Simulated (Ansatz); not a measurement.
C$_{2}$H$_{4}$BNO (`N=C1BCO1`) from Hartree–Fock to CCSD(T)

```xyz
9

N    -0.289    0.306    2.113
C    -0.073    0.141    0.884
B    -0.705   -0.276   -0.508
C     0.740    0.005   -1.043
O     1.161    0.360    0.313
H    -1.261    0.089    2.321
H    -1.759   -0.627   -0.930
H     0.872    0.848   -1.728
H     1.315   -0.846   -1.422
```

Charge 0, multiplicity 1. The structure was optimised at the PBE0-D4/def2-TZVP level. It is one conformer, not always the lowest. Frozen core, restricted reference, the Gaussian-basis code of Ansatz. CBS rows extrapolate triple and quadruple zeta; past MP2 they add the triple-zeta difference.

| basis | HF (Eh) | MP2 corr. |
| --- | --- | --- |
| def2-SVP | -231.80718 | -0.67992 |
| def2-TZVPP | -232.08109 | -0.84295 |
| def2-QZVPP | -232.09160 | -0.90241 |

Q: Estimate the CCSD correlation energy and the (T) correction in each basis where they were run (hartree).

A: 
```csv
basis,CCSD corr.,(T)
def2-SVP,-0.71640,-0.02540
def2-TZVPP,-0.86769,-0.03995
CBS(def2),-0.97119,as TZ
```
